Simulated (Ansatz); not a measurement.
Molecular dynamics of C$_{2}$H$_{5}$BN$_{2}$

Input:

```yaml
crystal:
  periodic: [false, false, false]
  atoms:
    - { symbol: B, position_ang: [-0.654526, 1.340423, 0.111906] }
    - { symbol: "N", position_ang: [-0.027471, 0.108933, -0.233981] }
    - { symbol: C, position_ang: [0.388905, -0.92007, 0.76286] }
    - { symbol: C, position_ang: [0.237105, -0.213074, -1.527121] }
    - { symbol: "N", position_ang: [0.478723, -0.51847, -2.642731] }
    - { symbol: H, position_ang: [-0.852407, 1.548535, 1.269333] }
    - { symbol: H, position_ang: [-0.947754, 2.094403, -0.760698] }
    - { symbol: H, position_ang: [0.125169, -0.546969, 1.752268] }
    - { symbol: H, position_ang: [1.469083, -1.083332, 0.70254] }
    - { symbol: H, position_ang: [-0.133727, -1.861478, 0.568724] }
basis:
  gaussian: { orbitals: "6-31G" }
hamiltonian:
  xc: r2scan
md:
  timestep: 0.5
  n_steps: 150
  ensemble: nvt_langevin
  temperature: 100.0
  initial_velocities: maxwell_boltzmann
  seed: 619370
  friction: 0.01
```

Launched with:

```bash
$ ansatz run input.yaml --threads 1 --pin off --max-ram 2048MiB --backend cpu --events-out ev --progress --plain --runs-dir out
```

It starts from a relaxed structure.

Output, in part (one step line in 3, the closing report, with atoms numbered from 0):

```
md step     0: t =     0.00 fs  T =    90.0 K  F+E_penalty+E_count = -5806.02935323 eV  E_kin = 0.116334 eV  (24 SCF iters)
md step     3: t =     1.50 fs  T =    72.6 K  F+E_penalty+E_count = -5806.00078666 eV  E_kin = 0.093836 eV  (27 SCF iters)
md step     6: t =     3.00 fs  T =    49.3 K  F+E_penalty+E_count = -5805.96254618 eV  E_kin = 0.063701 eV  (24 SCF iters)
md step     9: t =     4.50 fs  T =    40.3 K  F+E_penalty+E_count = -5805.95871362 eV  E_kin = 0.052127 eV  (27 SCF iters)
md step    12: t =     6.00 fs  T =    43.5 K  F+E_penalty+E_count = -5805.95685874 eV  E_kin = 0.056207 eV  (29 SCF iters)
md step    15: t =     7.50 fs  T =    32.0 K  F+E_penalty+E_count = -5805.94272098 eV  E_kin = 0.041405 eV  (24 SCF iters)
md step    18: t =     9.00 fs  T =    45.2 K  F+E_penalty+E_count = -5805.95444506 eV  E_kin = 0.058482 eV  (25 SCF iters)
md step    21: t =    10.50 fs  T =    62.8 K  F+E_penalty+E_count = -5805.98164915 eV  E_kin = 0.081178 eV  (29 SCF iters)
md step    24: t =    12.00 fs  T =    62.8 K  F+E_penalty+E_count = -5805.98132605 eV  E_kin = 0.081144 eV  (29 SCF iters)
md step    27: t =    13.50 fs  T =    49.2 K  F+E_penalty+E_count = -5805.96790433 eV  E_kin = 0.063639 eV  (24 SCF iters)
md step    30: t =    15.00 fs  T =    46.2 K  F+E_penalty+E_count = -5805.96990070 eV  E_kin = 0.059714 eV  (24 SCF iters)
md step    33: t =    16.50 fs  T =    58.6 K  F+E_penalty+E_count = -5805.98031133 eV  E_kin = 0.075805 eV  (27 SCF iters)
md step    36: t =    18.00 fs  T =    47.0 K  F+E_penalty+E_count = -5805.96913688 eV  E_kin = 0.060765 eV  (27 SCF iters)
md step    39: t =    19.50 fs  T =    45.6 K  F+E_penalty+E_count = -5805.96507028 eV  E_kin = 0.058965 eV  (23 SCF iters)
md step    42: t =    21.00 fs  T =    61.3 K  F+E_penalty+E_count = -5805.98250826 eV  E_kin = 0.079172 eV  (27 SCF iters)
md step    45: t =    22.50 fs  T =    66.3 K  F+E_penalty+E_count = -5805.98540715 eV  E_kin = 0.085750 eV  (26 SCF iters)
md step    48: t =    24.00 fs  T =    49.1 K  F+E_penalty+E_count = -5805.97182774 eV  E_kin = 0.063437 eV  (24 SCF iters)
md step    51: t =    25.50 fs  T =    52.2 K  F+E_penalty+E_count = -5805.96621720 eV  E_kin = 0.067449 eV  (28 SCF iters)
md step    54: t =    27.00 fs  T =    49.7 K  F+E_penalty+E_count = -5805.96035525 eV  E_kin = 0.064200 eV  (27 SCF iters)
md step    57: t =    28.50 fs  T =    42.4 K  F+E_penalty+E_count = -5805.95102509 eV  E_kin = 0.054816 eV  (26 SCF iters)
md step    60: t =    30.00 fs  T =    44.2 K  F+E_penalty+E_count = -5805.95862727 eV  E_kin = 0.057150 eV  (23 SCF iters)
md step    63: t =    31.50 fs  T =    62.1 K  F+E_penalty+E_count = -5805.98243819 eV  E_kin = 0.080222 eV  (28 SCF iters)
md step    66: t =    33.00 fs  T =    72.9 K  F+E_penalty+E_count = -5805.99333523 eV  E_kin = 0.094243 eV  (27 SCF iters)
md step    69: t =    34.50 fs  T =    75.0 K  F+E_penalty+E_count = -5805.98698718 eV  E_kin = 0.096938 eV  (23 SCF iters)
md step    72: t =    36.00 fs  T =    82.4 K  F+E_penalty+E_count = -5805.98177177 eV  E_kin = 0.106499 eV  (24 SCF iters)
md step    75: t =    37.50 fs  T =    75.8 K  F+E_penalty+E_count = -5805.97759736 eV  E_kin = 0.097969 eV  (28 SCF iters)
md step    78: t =    39.00 fs  T =    66.9 K  F+E_penalty+E_count = -5805.95771632 eV  E_kin = 0.086512 eV  (25 SCF iters)
md step    81: t =    40.50 fs  T =    58.4 K  F+E_penalty+E_count = -5805.93097868 eV  E_kin = 0.075475 eV  (26 SCF iters)
md step    84: t =    42.00 fs  T =    63.0 K  F+E_penalty+E_count = -5805.94075830 eV  E_kin = 0.081486 eV  (24 SCF iters)
md step    87: t =    43.50 fs  T =    78.4 K  F+E_penalty+E_count = -5805.96490587 eV  E_kin = 0.101331 eV  (28 SCF iters)
md step    90: t =    45.00 fs  T =    66.1 K  F+E_penalty+E_count = -5805.94840869 eV  E_kin = 0.085378 eV  (28 SCF iters)
md step    93: t =    46.50 fs  T =    55.2 K  F+E_penalty+E_count = -5805.92776262 eV  E_kin = 0.071376 eV  (24 SCF iters)
md step    96: t =    48.00 fs  T =    71.7 K  F+E_penalty+E_count = -5805.93951728 eV  E_kin = 0.092619 eV  (27 SCF iters)
md step    99: t =    49.50 fs  T =    93.8 K  F+E_penalty+E_count = -5805.95718573 eV  E_kin = 0.121231 eV  (26 SCF iters)
md step   102: t =    51.00 fs  T =    80.4 K  F+E_penalty+E_count = -5805.93790661 eV  E_kin = 0.103875 eV  (27 SCF iters)
md step   105: t =    52.50 fs  T =    78.8 K  F+E_penalty+E_count = -5805.93996324 eV  E_kin = 0.101860 eV  (23 SCF iters)
md step   108: t =    54.00 fs  T =   101.7 K  F+E_penalty+E_count = -5805.97143676 eV  E_kin = 0.131517 eV  (26 SCF iters)
md step   111: t =    55.50 fs  T =    91.3 K  F+E_penalty+E_count = -5805.96182189 eV  E_kin = 0.118069 eV  (27 SCF iters)
md step   114: t =    57.00 fs  T =    67.7 K  F+E_penalty+E_count = -5805.92256322 eV  E_kin = 0.087454 eV  (28 SCF iters)
md step   117: t =    58.50 fs  T =    55.8 K  F+E_penalty+E_count = -5805.90807216 eV  E_kin = 0.072128 eV  (24 SCF iters)
md step   120: t =    60.00 fs  T =    74.0 K  F+E_penalty+E_count = -5805.92921594 eV  E_kin = 0.095626 eV  (27 SCF iters)
md step   123: t =    61.50 fs  T =    66.5 K  F+E_penalty+E_count = -5805.93225050 eV  E_kin = 0.085958 eV  (26 SCF iters)
md step   126: t =    63.00 fs  T =    74.3 K  F+E_penalty+E_count = -5805.93024303 eV  E_kin = 0.096002 eV  (28 SCF iters)
md step   129: t =    64.50 fs  T =    94.9 K  F+E_penalty+E_count = -5805.95590182 eV  E_kin = 0.122676 eV  (27 SCF iters)
md step   132: t =    66.00 fs  T =    94.2 K  F+E_penalty+E_count = -5805.96097390 eV  E_kin = 0.121822 eV  (26 SCF iters)
md step   135: t =    67.50 fs  T =    81.8 K  F+E_penalty+E_count = -5805.93092041 eV  E_kin = 0.105693 eV  (28 SCF iters)
md step   138: t =    69.00 fs  T =    57.2 K  F+E_penalty+E_count = -5805.90496503 eV  E_kin = 0.073881 eV  (27 SCF iters)
md step   141: t =    70.50 fs  T =    61.3 K  F+E_penalty+E_count = -5805.91494211 eV  E_kin = 0.079193 eV  (27 SCF iters)
md step   144: t =    72.00 fs  T =    75.5 K  F+E_penalty+E_count = -5805.93304673 eV  E_kin = 0.097616 eV  (27 SCF iters)
md step   147: t =    73.50 fs  T =    84.2 K  F+E_penalty+E_count = -5805.94210243 eV  E_kin = 0.108830 eV  (27 SCF iters)
md step   150: t =    75.00 fs  T =   106.2 K  F+E_penalty+E_count = -5805.96822467 eV  E_kin = 0.137294 eV  (26 SCF iters)
Total energy: -5805.96823104 eV, -213.3653970642 hartree
Atom 0 at    -0.683961     1.260018     0.181160 Å, force    -0.102111    -0.568229     0.076586 eV/Å
Atom 1 at     0.016153     0.094339    -0.256565 Å, force    -0.020076     0.227950     1.173244 eV/Å
Atom 2 at     0.509278    -0.951667     0.704819 Å, force    -0.314541     0.812870    -0.251090 eV/Å
Atom 3 at     0.255339    -0.201281    -1.537163 Å, force     0.048111    -0.085402    -0.692436 eV/Å
Atom 4 at     0.494909    -0.527455    -2.645212 Å, force     0.044590    -0.022211    -0.283273 eV/Å
Atom 5 at    -0.865358     1.372145     1.353036 Å, force     0.102790     0.087995     0.032621 eV/Å
Atom 6 at    -1.135296     1.978839    -0.627548 Å, force    -0.030042     0.390447    -0.310588 eV/Å
Atom 7 at     0.403175    -0.548630     1.696926 Å, force    -0.132092     0.144795     0.474421 eV/Å
Atom 8 at     1.547297    -1.155172     0.520749 Å, force     0.617297    -0.271366    -0.216228 eV/Å
Atom 9 at    -0.103643    -1.824557     0.585118 Å, force    -0.213925    -0.716848    -0.003257 eV/Å
Dipole moment:     0.013560    -0.100749     0.825771 e Å
```

All steps were run. The mean temperature of the second half is 25 % below the set value. A run of 0.075 ps of so small a system gives no equilibrium averages. Limits of this set-up: no polarisation functions.

The same pairs are bonded in the first frame and the last. Pairs count as bonded within 1.25 times the sum of covalent radii (0.12 Å more for H–H).

Last frame:

```xyz
10
Properties=species:S:1:pos:R:3
B -0.684 1.260 0.181
N 0.016 0.094 -0.257
C 0.509 -0.952 0.705
C 0.255 -0.201 -1.537
N 0.495 -0.527 -2.645
H -0.865 1.372 1.353
H -1.135 1.979 -0.627
H 0.403 -0.549 1.697
H 1.547 -1.155 0.521
H -0.104 -1.825 0.585
```

Time of the run: 9.8 min on 1 thread of Arm Neoverse V1, with other jobs on the host, peak memory 0.12 GiB.
